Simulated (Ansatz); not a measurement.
InF2, SMILES [F][In][F], multiplicity 2.

Geometry: PBE0-D3(BJ)/def2-TZVP. The multiplicity is an assumed one; other spin states were not compared. The isomer is the one that the SMILES or the coordinates give; other isomers of the formula were not compared. The def2 effective core potentials stand for the cores of In; spin–orbit coupling is left out.

Two levels are set side by side: PBE/def2-TZVPD (Ansatz, a quantum-chemistry and plane-wave program) and PBE0/def2-TZVPD (Ansatz). Energy differences of separate SCF runs at the same geometry; the states with an electron removed or added have multiplicity 1 and 1. Differences are taken from unrounded values.

| quantity | PBE |
|---|---|
| vertical ionisation energy (eV) | 9.97 |
| vertical electron affinity (eV) | 2.67 |

Question: These are the PBE values. What does PBE0 give? (Estimate from the structure and the level; the computed values follow.)

Answer: 
```
quantity                          PBE0  PBE minus PBE0
-------------------------------  -----  --------------
vertical ionisation energy (eV)  10.15           -0.18
vertical electron affinity (eV)   2.66            0.00
```

Here PBE gives about what the other level gives.
